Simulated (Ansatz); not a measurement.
CH4AlFSe, SMILES `C[Se][AlH][F]`, relaxed with RKS PBE0-D4/def2-TZVP in the Gaussian-basis code of Ansatz from a PBE-D4/def2-SVP geometry. The force threshold is 0.005 eV/Å; the program also tests the step.

The species carries charge 0 and has multiplicity 1.

Start:

```xyz
8

C     0.641    0.081   -1.289
Se   -1.265    0.122   -0.728
Al   -0.839   -0.091    1.530
F    -2.142   -0.125    2.589
H     0.858    1.014   -1.839
H     1.318    0.002   -0.417
H     0.790   -0.793   -1.950
H     0.639   -0.209    2.105
```

Question: How much energy does the relaxation release, and in how many steps? (Best estimate.)

Answer: Computed: 3.68 kJ/mol, in 5 steps.

Question: Which bonds change most? (Best estimate.)

Answer: Ansatz gave: Al3–F4 from 1.679 to 1.647 Å; C1–Se2 from 1.987 to 1.967 Å; C1–H7 from 1.106 to 1.087 Å; C1–H5 from 1.106 to 1.087 Å.

Question: Give the relaxed structure. (An estimate is asked.)

Answer: Computed: 
```xyz
8

C     0.639    0.078   -1.281
Se   -1.246    0.112   -0.720
Al   -0.836   -0.090    1.524
F    -2.117   -0.121    2.559
H     0.849    1.004   -1.811
H     1.302   -0.010   -0.421
H     0.780   -0.774   -1.941
H     0.630   -0.199    2.091
```
